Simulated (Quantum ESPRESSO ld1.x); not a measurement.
Results of a calculation; reference values are marked as such.
Question: The aim is neutral technetium in [Kr] 4d5 5s2. What will ld1.x (Quantum ESPRESSO 7.5) do with this input?

```
 &input
    zed=43.0,
    iswitch=1,
    rel=1,
    dft='PBE',
    config='[Kr] 4d5 5s2 2d1',
    verbosity='high',
    prefix='ld1',
    max_out_wfc=37,
    file_charge='ld1.rho',
 /
```

Answer: Refused. The program stops in el_config with "main/angular quantum number mismatch": l must be smaller than n.

Output (excerpt):

```
     Program LD1 v.7.5 starts

 %%%%%%%%%%%%%%%%%%%%%%%%%%%%%%%%%%%%%%%%%%%%%%%%%%%%%%%%%%%%%%%%%%%%%%%%%%%%%%
     Error in routine el_config (11):
     main/angular quantum number mismatch
 %%%%%%%%%%%%%%%%%%%%%%%%%%%%%%%%%%%%%%%%%%%%%%%%%%%%%%%%%%%%%%%%%%%%%%%%%%%%%%

     stopping ...
```

Run on one thread of a shared host, so times are rough (Intel(R) Xeon(R) Processor @ 2.60GHz): 0.5 s of CPU time, 0.52 s wall, peak memory 26 MiB.
